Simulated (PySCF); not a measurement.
Species: C4H9F2Si (doublet state).
Cartesian coordinates in Å at the GFN2-xTB level; atoms count from 1:
```
atom  x, y, z in Å
C1    -0.667   -1.668    0.121
C2    -0.444   -0.211    0.272
Si3   -1.781    1.045   -0.006
C4     0.940    0.210    0.637
C5     1.776    0.502   -0.612
F6     2.989    1.007   -0.272
F7     2.030   -0.634   -1.307
H8     0.055   -2.100   -0.578
H9    -1.672   -1.882   -0.233
H10   -0.518   -2.184    1.075
H11   -1.165    2.308   -0.428
H12   -2.697    0.546   -1.033
H13   -2.542    1.295    1.227
H14    0.936    1.132    1.222
H15    1.463   -0.569    1.200
H16    1.291    1.212   -1.297
```

The hyperfine couplings belong to this conformer and change with its torsions.

As a line formula: `FC(F)C[C]([SiH3])C` [radical].

Computed with UKS B3LYP, pcH-1 on C F H Si, non-relativistic, mean-field spin-orbit, GIAO (PySCF). The structure is a single GFN2-xTB conformer in the gas phase; no vibrational or solvent corrections. GFN2-xTB frequencies show an imaginary mode (43i cm⁻¹), so this geometry is no minimum at that level. A GFN2-xTB geometry isn't a minimum of the functional, and hyperfine couplings can be far from their values at a DFT geometry. Stability of the SCF solution: not tested.

Task: The isotropic 13C couplings are +96.0, +83.1, -30.9, -28.9 MHz. Assign them to C1; C2; C4; C5.

Result: 
```json
{"site": "C1", "a_iso (MHz)": "-30.9", "ρ(0) (bohr⁻³)": "-0.0275", "position": "1 bond from C2", "distance from C2 (Å)": "1.48", "spin population": "-0.08", "largest |T| (MHz)": "2.7"}
{"site": "C2", "a_iso (MHz)": "+83.1", "ρ(0) (bohr⁻³)": "+0.0740", "position": "largest spin population", "distance from C2 (Å)": "0.00", "spin population": "+0.97", "largest |T| (MHz)": "148.7"}
{"site": "C4", "a_iso (MHz)": "-28.9", "ρ(0) (bohr⁻³)": "-0.0257", "position": "1 bond from C2", "distance from C2 (Å)": "1.49", "spin population": "-0.08", "largest |T| (MHz)": "2.1"}
{"site": "C5", "a_iso (MHz)": "+96.0", "ρ(0) (bohr⁻³)": "+0.0854", "position": "2 bonds from C2", "distance from C2 (Å)": "2.49", "spin population": "+0.04", "largest |T| (MHz)": "9.0"}
```

Task: The isotropic 1H couplings, averaged over equivalent nuclei, are +75.2, +41.8, +33.1, -3.3 MHz. Assign them to H8/H9/H10; H11/H12/H13; H14/H15; H16.

Result: 
| site | a_iso (MHz) | ρ(0) (bohr⁻³) | position | distance from C2 (Å) | bound to | spin population there | largest \|T\| (MHz) |
| --- | --- | --- | --- | --- | --- | --- | --- |
| H8/H9/H10 | +75.2 | +0.0168 | β, 2 bonds from C2 | 2.13 | C1 | -0.08 | 8.4 |
| H11/H12/H13 | +41.8 | +0.0094 | β, 2 bonds from C2 | 2.73 | Si3 | -0.04 | 5.4 |
| H14/H15 | +33.1 | +0.0074 | β, 2 bonds from C2 | 2.15 | C4 | -0.08 | 8.2 |
| H16 | -3.3 | -0.0007 | γ, 3 bonds from C2 | 2.74 | C5 | +0.04 | 6.8 |

ρ(0) is the spin density at the nucleus and T the dipolar tensor; a_iso includes a spin–orbit part; entries for several nuclei are means. Largest spin populations (Mulliken): C2 (+0.97), C1 (-0.08) and C4 (-0.08). No atom but C2 exceeds +0.15. The angles at C2 add up to 360.0°, so it is planar.

Means are taken over nuclei equivalent by connectivity, which assumes that they swap fast. The three 1H nuclei of mean +75.2 MHz run from 2.3 to 116.0 MHz in the frozen geometry. The three 1H nuclei of mean +41.8 MHz run from 19.9 to 85.5 MHz in the frozen geometry. The 1H value of +33.1 MHz is a mean of couplings from 25.6 to 40.7 MHz in this one geometry, not an average over conformers. The 19F value of +8.8 MHz is a mean of couplings from 1.3 to 16.3 MHz in this one geometry, not an average over conformers.
